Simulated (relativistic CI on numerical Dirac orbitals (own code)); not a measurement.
Computed by Dirac equation for one electron, model QED (radiative potential, 1s self-energy scaled to tabulated hydrogen-like ionisation energies) (own radial code, finite nucleus).

Configuration list: 1s, 2s, 2p, 3s, 3p, 3d, 4s, 4p, 4d, 4f, 5s, 5p, 5d, 5f, 5g, 6s, 6p, 6d. Levels of other configurations are missing.

Outline of the computed level scheme of Nd LX. Lowest level of each configuration: 1s ²S1/2 at 0.0 eV; 2p ²P°1/2 at 38453.5 eV; 2s ²S1/2 at 38464.1 eV; 3p ²P°1/2 at 45786.0 eV; 3s ²S1/2 at 45789.1 eV; 3d ²D3/2 at 45984.3 eV; 4p ²P°1/2 at 48324.2 eV; 4s ²S1/2 at 48325.5 eV; 4d ²D3/2 at 48407.5 eV.

Some strong electric-dipole decays among the lowest 14 levels: 2p ²P°1/2 → 1s ²S1/2 (8.3e+15 s⁻¹); 2p ²P°3/2 → 1s ²S1/2 (7.7e+15 s⁻¹); 3p ²P°3/2 → 1s ²S1/2 (2.1e+15 s⁻¹); 3p ²P°1/2 → 1s ²S1/2 (2.1e+15 s⁻¹); 4p ²P°3/2 → 1s ²S1/2 (8.7e+14 s⁻¹); 3d ²D5/2 → 2p ²P°3/2 (8.3e+14 s⁻¹); 4p ²P°1/2 → 1s ²S1/2 (8.2e+14 s⁻¹); 3d ²D3/2 → 2p ²P°1/2 (7.6e+14 s⁻¹).
